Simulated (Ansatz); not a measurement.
One change: `CC(C)[O][Hf]([Cl])([Cl])[O]C(C)C` becomes `CC(C)[O][Zr]([Cl])([Cl])[O]C(C)C`.

Ansatz, PBE0-D4/def2-TZVP geometries, multiplicity 1. Each molecule was computed in one conformer, which needn't be the lowest.

Elements past krypton have def2 core potentials.

```
                                      property  `CC(C)[O][Hf]([Cl])([Cl])[O]C(C)C`
           LUMO energy (B3LYP/def2-TZVPP) / eV                               -0.66
size of the dipole moment (PBE/def2-TZVPP) / D                                4.42
             LUMO energy (PBE/def2-TZVPP) / eV                               -1.27
            LUMO energy (PBE0/def2-TZVPP) / eV                               -0.45
         HOMO energy (ωB97M-V/def2-TZVPP) / eV                              -10.70
         LUMO energy (ωB97M-V/def2-TZVPP) / eV                                1.31
```

Q: Give the same properties after the change, and the shifts. (An estimate is asked.)

A: Computed: 
```tsv
property	`CC(C)[O][Zr]([Cl])([Cl])[O]C(C)C`	shift
LUMO energy (B3LYP/def2-TZVPP) / eV	-1.12	-0.46
size of the dipole moment (PBE/def2-TZVPP) / D	4.55	0.13
LUMO energy (PBE/def2-TZVPP) / eV	-1.72	-0.45
LUMO energy (PBE0/def2-TZVPP) / eV	-0.92	-0.47
HOMO energy (ωB97M-V/def2-TZVPP) / eV	-10.74	-0.04
LUMO energy (ωB97M-V/def2-TZVPP) / eV	1.06	-0.25
```

With PBE0 the HOMO falls by 0.06 eV and the LUMO falls by 0.47 eV, so the gap narrows by about 0.41 eV. PBE moves the HOMO by -0.05 eV and ωB97M-V by -0.04 eV. Dipoles are sizes alone; their direction can turn.

B3LYP here is the variant with VWN-RPA as its local correlation; programs differ in this.
